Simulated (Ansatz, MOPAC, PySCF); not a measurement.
Molecule: AsH, charge 0, multiplicity 3. SMILES: [AsH]
Geometry: optimised at B3LYP-D3(BJ)/def2-TZVP (Ansatz, an electronic-structure program).

Wanted: vertical ionisation energy to the doublet, in eV. Conventions: valence correlation only (noble-gas shells and the d and f shells of earlier blocks); PM7 with its own dispersion and hydrogen-bond terms; LANL2DZ with its own core potentials from Na on; open shells spin-unrestricted; six Cartesian d functions in 6-31G* and its kin unless marked 5d; each state is the SCF solution reached for its charge and spin; spin-orbit terms left out; non-relativistic. Ab initio and DFT rows: single points at B3LYP-D3(BJ) geometries (Ansatz). Semi-empirical rows: differences of heats of formation at the shared geometry for vertical values.

```csv
level,program,vertical ionisation energy to the doublet (eV)
AM1,MOPAC,9.11
PM3,MOPAC,9.69
PM6,MOPAC,8.81
PM7,MOPAC,10.09
MNDO,MOPAC,10.67
HF/6-31G*,Ansatz,9.23
PBE/6-31G*,Ansatz,9.69
PBE/6-31G* with LANL2DZ past Ar,Ansatz,9.88
B3LYP/6-31G*,Ansatz,9.67
B3LYP/6-31G* with LANL2DZ past Ar,Ansatz,9.83
M06-2X/6-31G* with LANL2DZ past Ar (5d),PySCF,9.61
MP2/6-31G*,Ansatz,9.47
MP2/6-31G* with LANL2DZ past Ar,Ansatz,9.36
PBE0/def2-TZVPD,Ansatz,9.76
```

No value to compare with is used here. The 13 habitual levels span 8.81 (PM6) to 10.67 eV (MNDO); PBE0/def2-TZVPD gives 9.76.

The levels are drawn from those run, B3LYP/6-31G* more often than the rest, none by its result; runs whose electronic state is in doubt are left out.
